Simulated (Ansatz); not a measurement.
Computed with Ansatz on PBE0-D4/def2-TZVP structures; ΔE is electronic, products minus reactants. CCSD(T)/CBS is the MP2 limit (def2-TZVPP, def2-QZVPP) plus CCSD(T) − MP2 in def2-TZVPP, frozen cores. Functionals use def2-TZVPP. B3LYP here is the variant with VWN-RPA as its local correlation; programs differ in this. For Br, Zn outer-core shells are correlated without core-valence functions, which leaves a few kJ/mol of doubt a bond. Scalar relativity is left out up to krypton. One conformer a species, not always the lowest.

`[ZnH][O][SiH2]Br` + `C#COCF` → `C#CO[SiH2]Br` + `FC[O][ZnH]`  (formal exchange of groups at the Si–O bond)

`[ZnH][O][SiH2]Br`:

Cartesian coordinates in Å:
```
Zn -0.946 0.276 1.681
O -0.998 -0.165 -0.059
Si 0.243 -0.230 -1.073
Br 2.102 0.332 0.077
H -1.030 0.629 3.148
H 0.489 -1.594 -1.597
H 0.140 0.752 -2.177
```

`C#COCF`:

Cartesian coordinates in Å:
```
C -0.647 0.903 1.779
C -0.515 0.067 0.930
O -0.381 -0.845 0.020
C 0.433 -0.446 -1.073
F 0.465 -1.494 -1.912
H -0.776 1.631 2.543
H -0.022 0.414 -1.572
H 1.444 -0.229 -0.714
```

`C#CO[SiH2]Br`:

Cartesian coordinates in Å:
```
C 0.767 2.126 0.579
C -0.002 1.254 0.286
O -0.841 0.320 -0.030
Si -0.283 -1.233 -0.316
Br -2.063 -2.415 -0.804
H 1.436 2.909 0.840
H 0.638 -1.208 -1.469
H 0.347 -1.753 0.913
```

`FC[O][ZnH]`:

```xyz
7

F    -0.014    1.014    0.843
C     0.025    0.831   -0.572
O     0.019   -0.484   -0.841
Zn   -0.034   -1.517    0.647
H    -0.864    1.351   -0.950
H     0.945    1.333   -0.898
H    -0.076   -2.529    1.772
```

```json
{"level": "ωB97M-V", "ΔE (kJ/mol)": "17.5"}
{"level": "B3LYP", "ΔE (kJ/mol)": "15.5"}
{"level": "HF/def2-TZVPP", "ΔE (kJ/mol)": "23.3"}
{"level": "MP2/def2-TZVPP", "ΔE (kJ/mol)": "20.4"}
{"level": "CCSD/def2-TZVPP", "ΔE (kJ/mol)": "19.8"}
{"level": "MP2/def2-QZVPP", "ΔE (kJ/mol)": "20.9"}
{"level": "HF/CBS(def2)", "ΔE (kJ/mol)": "23.8"}
{"level": "MP2/CBS(def2)", "ΔE (kJ/mol)": "21.0"}
```

**Question.** What does CCSD(T)/CBS give? (Best estimate.)

**Answer.** Computed: +19.9 kJ/mol. The listed levels differ from it by -2.4, -4.4, 3.4, 0.5, -0.1, 1.0, 3.9, 1.1 kJ/mol.

Largest T1 diagnostic among the species: 0.016.

From PBE to PBE0 (25 % exact exchange), in def2-TZVPP and without D4, ΔE moves by +3.4 kJ/mol.
